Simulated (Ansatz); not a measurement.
Basis-set extrapolation for CH₆FNSi₂ (`FC1([SiH3])N[SiH2]1`) (PBE0-D4/def2-TZVP geometry, frozen core, Ansatz). Multiplicity 1, RHF reference.

```csv
,def2-TZVPP,def2-QZVPP
HF,-773.162567,-773.189705
MP2 correlation,-0.866878,-0.935169
CCSD(T) correlation,-0.946066,not run
```

Energies in hartree. Use E(X) = E(∞) + A·exp(−7.88·√X) for Hartree–Fock and E(X) = E(∞) + B·X^(−2.97) for correlation, with X = 3 and 4, and add CCSD(T) minus MP2 of the smaller set to the MP2 limit.

**Question.** What is the CCSD(T) energy at the basis-set limit?

**Answer.** HF limit: -773.189705 + (-0.027138) × 0.13774 = -773.19344. MP2 limit: -0.935169 + (-0.068291) × 0.74074 = -0.98575. Higher-order term: -0.946066 − (-0.866878) = -0.07919. Total: -774.25838 hartree, 4.07 eV below CCSD(T)/def2-TZVPP.
